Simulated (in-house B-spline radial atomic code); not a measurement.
The numbers below are computed, except where a source is named.
Two electrons in InAs: a parabolic dot with ħω = 6.38 meV in all three directions with an ionised donor at its centre

For InAs the NSM archive of the Ioffe Institute lists m* = 0.023 m0 and ε = 15.15. Real donors also feel a central-cell potential, which shifts the ground state. In so narrow a gap the band flattens within tens of meV, so real spacings are smaller, by up to some tenths.

Effective-mass model with parabolic bands, a uniform dielectric constant, no image charges, no central-cell or spin-orbit terms. Two-electron levels come from full CI in B-splines with partial waves to l = 5 (up to 0.001 effective hartree above the limit).

Task: What are the effective units, and what is the potential in them?

Result: Ha* = 27211.386 meV × 0.023/15.15² = 2.727 meV and a* = 0.0529177 nm × 15.15/0.023 = 34.86 nm. The frequency is ω = 2.34 Ha*, with −1/r added.

In these units the lowest s and p orbitals lie at 1.6054 and 4.6617, and their Coulomb and exchange integrals are J_ss = 1.4316, J_sp = 1.1037 and K_sp = 0.1998. Full CI gives 4.5602 for the ground singlet, 7.1513 for the sp triplet, 7.4987 for the sp singlet and 9.1533 for the lowest triplet of two s orbitals.

Task: What does it cost to add the second electron, to first order and exactly?

Result: To first order E = 2ε_s + J_ss = 4.6424, so the charging energy E(2) − 2E(1) is J_ss = 3.904 meV. CI gives 4.5602 − 2 × (1.6054) = 1.3494, or 3.679 meV: relaxation and correlation lower it by 0.2241 meV, 5.7 % of J_ss. The s² configuration of one-electron orbitals holds 98.8 % of the state, and the mean radius is 23.3 nm.

Task: How far above the singlet do the triplets lie?

Result: To first order the sp triplet lies at ε_s + ε_p + J_sp − K_sp = 7.1710, which is 6.895 meV above 2ε_s + J_ss. CI gives 7.1513 − (4.5602) = 2.5911, or 7.065 meV, 85 % of the orbital spacing of 8.334 meV. The ss triplet lies 12.52 meV up, so the lower of the two is the sp one, and its gap equals k_BT at 82 K. The sp singlet-triplet splitting is 0.9473 meV, against 2K_sp = 1.09 meV.
